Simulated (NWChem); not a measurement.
# ZnHSF; SMILES [F][Zn][SH]

```xyz
4

Zn    -0.0038     0.3770     0.0000
F     -0.0222     2.0939     0.0000
S     -0.0605    -1.7639     0.0000
H      1.2815    -1.9338     0.0000
```
Atoms are numbered in this order, from 1.

All runs: NWChem. Geometry: optimised at B3LYP/6-31G* (spherical d).

Question: What does the run give for BP86/def2-TZVP? Quantities: highest occupied level (eV); orbital gap (eV); dipole (D).

Answer: 
| Item | Result |
|---|---|
| highest occupied level (eV) | -6.67 |
| orbital gap (eV) | 4.38 |
| dipole (D) | 1.62 |
